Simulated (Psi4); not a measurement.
Mg (SMILES [Mg]), singlet; BLYP/6-31G* in Psi4.

The Psi4 input:
```
memory 2 GB

molecule mol {
0 1
  Mg    0.000000    0.000000    0.000000
}

set basis 6-31g*
set reference rks
set scf_type pk
set puream true
set d_convergence 1e-8
set dft_radial_points 99
set dft_spherical_points 590

energy('blyp')
print_variables()
```

Question: What does Psi4 print? Leave out banner, timings and long lists.

Answer: 
```
   => Loading Basis Set <=

    Name: 6-31G*
    Role: ORBITAL
    Keyword: BASIS

         ---------------------------------------------------------
                                   SCF
               by Justin Turney, Rob Parrish, Andy Simmonett
                          and Daniel G. A. Smith
                              RKS Reference
         ---------------------------------------------------------

  ==> Geometry <==

    Molecular point group: d2h
    Geometry (in Angstrom), charge = 0, multiplicity = 1:

       Center              X                  Y                   Z               Mass
    ------------   -----------------  -----------------  -----------------  -----------------
         MG           0.000000000000     0.000000000000     0.000000000000    23.985041697000

  Running in d2h symmetry.

  Rotational constants: A = ************  B = ************  C = ************ [cm^-1]
  Rotational constants: A = ************  B = ************  C = ************ [MHz]
  Nuclear repulsion =    0.000000000000000

  Charge       = 0
  Multiplicity = 1
  Electrons    = 12
  Nalpha       = 6
  Nbeta        = 6

  ==> Algorithm <==

  SCF Algorithm Type is PK.
  DIIS enabled.
  MOM disabled.
  Fractional occupation disabled.
  Guess Type is CORE.
  Energy threshold   = 1.00e-06
  Density threshold  = 1.00e-08
  Integral threshold = 1.00e-12

  ==> Primary Basis <==

  Basis Set: 6-31G*
    Blend: 6-31G*
    Number of shells: 8
    Number of basis functions: 18
    Number of Cartesian functions: 19
    Spherical Harmonics?: true
    Max angular momentum: 2

  ==> DFT Potential <==

   => LibXC <=

    Version 7.1.2
    S. Lehtola, C. Steigemann, M. J. T. Oliveira, and M. A. L. Marques,  SoftwareX 7, 1–5 (2018) (10.1016/j.softx.2017.11.002)

   => Composite Functional: BLYP <=

    BLYP GGA Exchange-Correlation Functional

    P.J. Stephens et. al., J. Phys. Chem., 98, 11623-11627, 1994
    B. Miehlich et. al., Chem. Phys. Lett., 157(3), 200-206 1989

    Deriv               =              1
    GGA                 =           TRUE
    Meta                =          FALSE

    Exchange Hybrid     =          FALSE
    MP2 Hybrid          =          FALSE

   => Exchange Functionals <=

    1.0000     XC_GGA_X_B88

   => Correlation Functionals <=

    1.0000     XC_GGA_C_LYP

   => LibXC Density Thresholds  <==

    XC_GGA_C_LYP:  1.00E-14
    XC_GGA_X_B88:  1.00E-15

   => Molecular Quadrature <=

    Radial Scheme          =       TREUTLER
[...]
   @RKS iter   3:  -200.06339207882391   -1.64532e-02   2.03334e-03 ADIIS/DIIS
   @RKS iter   4:  -200.06364861317311   -2.56534e-04   9.50393e-05 DIIS
   @RKS iter   5:  -200.06364993797396   -1.32480e-06   5.77926e-07 DIIS
   @RKS iter   6:  -200.06364993801509   -4.11262e-11   1.17351e-09 DIIS
  Energy and wave function converged.

  ==> Post-Iterations <==

   Electrons on quadrature grid:
      Ntotal   =   12.0000000001 ; deviation = 1.396e-10

    Orbital Energies [Eh]
    ---------------------

    Doubly Occupied:

[...]
    Virtual:

[...]
    Final Occupation by Irrep:
             Ag   B1g   B2g   B3g    Au   B1u   B2u   B3u
    DOCC [     3,    0,    0,    0,    0,    1,    1,    1 ]
    NA   [     3,    0,    0,    0,    0,    1,    1,    1 ]
    NB   [     3,    0,    0,    0,    0,    1,    1,    1 ]

  @RKS Final Energy:  -200.06364993801509

   => Energetics <=

    Nuclear Repulsion Energy =              0.0000000000000000
    One-Electron Energy =                -279.3771691077788546
    Two-Electron Energy =                  95.7557567587145115
    DFT Exchange-Correlation Energy =     -16.4422375889507606
    Empirical Dispersion Energy =           0.0000000000000000
    VV10 Nonlocal Energy =                  0.0000000000000000
    Total Energy =                       -200.0636499380150894

Computation Completed

Properties will be evaluated at   0.000000,   0.000000,   0.000000 [a0]

Properties computed using the SCF density matrix

 Multipole Moments:

 ------------------------------------------------------------------------------------
     Multipole            Electronic (a.u.)      Nuclear  (a.u.)        Total (a.u.)
 ------------------------------------------------------------------------------------

 L = 1.  Multiply by 2.5417464519 to convert [e a0] to [Debye]
 Dipole X            :          0.0000000            0.0000000            0.0000000
 Dipole Y            :          0.0000000            0.0000000            0.0000000
 Dipole Z            :          0.0000000            0.0000000            0.0000000
 Magnitude           :                                                    0.0000000

 ------------------------------------------------------------------------------------

  Variable Map:
  ----------------------------------------------------------------------------
[...]
  Array Variable Map:
  ----------------------------------------------------------------------------
[...]
[...]
```
